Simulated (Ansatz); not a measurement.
C₂H₉AlOSi (`C[C](O)([AlH2])[SiH3]`), charge 0, multiplicity 1.

Q: Give a relaxed structure at PBE0-D4/def2-TZVP (Ansatz 0.2.0). (Best estimate.)

A: The calculation gave: 
Z-matrix (Å, degrees):
```
C
C 1 1.527
H 1 1.099 2 111.6
H 1 1.095 2 111.3 3 119.4
H 1 1.094 2 111.5 3 -119.8
O 2 1.442 1 111.3 3 -63.9
Al 2 1.981 1 112.8 3 176.6
Si 2 1.893 1 111.2 3 56.1
H 6 0.965 2 108.7 1 60.8
H 7 1.590 2 116.8 1 -57.7
H 7 1.583 2 121.6 1 123.2
H 8 1.492 2 110.3 1 169.5
H 8 1.489 2 112.5 1 48.6
H 8 1.494 2 108.2 1 -72.2
```
This is one stationary point; other conformers may exist.
